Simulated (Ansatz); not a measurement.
Stepwise reaction of `CB(O)O` with ammonia, as a gas-phase model of exchange steps in deposition or etching. ΔE in kJ/mol; ΔG adds harmonic PBE0-D4 terms to CCSD(T)/CBS, at 1 bar.

Isolated molecules relaxed with PBE0-D4/def2-TZVP in Ansatz; ΔE leaves out vibrations. CCSD(T)/CBS adds triple-zeta CCSD(T) − MP2 to the extrapolated MP2 energy (def2 sets, frozen cores). This one scheme is used for every species. Functionals use def2-TZVPP. B3LYP here is the variant with VWN-RPA as its local correlation; programs differ in this. Each species was taken in one conformer, which may not be the lowest.

| step | reaction | PBE-D4 | B3LYP-D4 | ωB97M-V | CCSD(T)/CBS | ΔG(600 K) |
| --- | --- | --- | --- | --- | --- | --- |
| 1 | `CB(O)O` + NH₃ → `CB(N)O` + H₂O | 13.7 | 15.4 | 15.4 | 12.9 | 14.7 |

Problem. Give the row of step 2, `CB(N)O` + NH₃ → `CB(N)N` + H₂O. (Best estimate.)

Solution. The calculation gave: 
| step | reaction | PBE-D4 | B3LYP-D4 | ωB97M-V | CCSD(T)/CBS | ΔG(600 K) |
| --- | --- | --- | --- | --- | --- | --- |
| 2 | `CB(N)O` + NH₃ → `CB(N)N` + H₂O | 28.3 | 29.8 | 30.3 | 27.2 | 20.0 |

Problem. By hand: ΔE of the 2 steps together at CCSD(T)/CBS.

Solution. (12.9) + (27.2) = 40.1 kJ/mol, or 20.1 kJ/mol a step.

In ΔE each step is higher than the one before. All are uphill at CCSD(T)/CBS. ΔG lies between 14.7 and 20.0 kJ/mol a step. PBE-D4 differs from CCSD(T)/CBS by 0.8 to 1.1 kJ/mol a step. Isolated molecules leave out the surface, adducts and barriers. Largest T1 diagnostic: 0.012.
